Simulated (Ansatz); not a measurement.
Harmonic frequencies (cm⁻¹) at PBE0-D4/def2-TZVP from Ansatz: 66, 108, 168, 478, 501, 527, 604, 695, 701, 708, 986, 1169, 1217, 1266, 1431, 1532, 1956, 1981, 1983, 2994, 3074.

Each molecule was computed in one conformer, which needn't be the lowest.

**Question.** Which molecule is it?
A. `C#CSCO`
B. `FC[O][SnH3]`
C. `[BH2][GeH2][CH]=O`
D. `[AlH2][NH][SiH2]Br`

**Answer.** B.
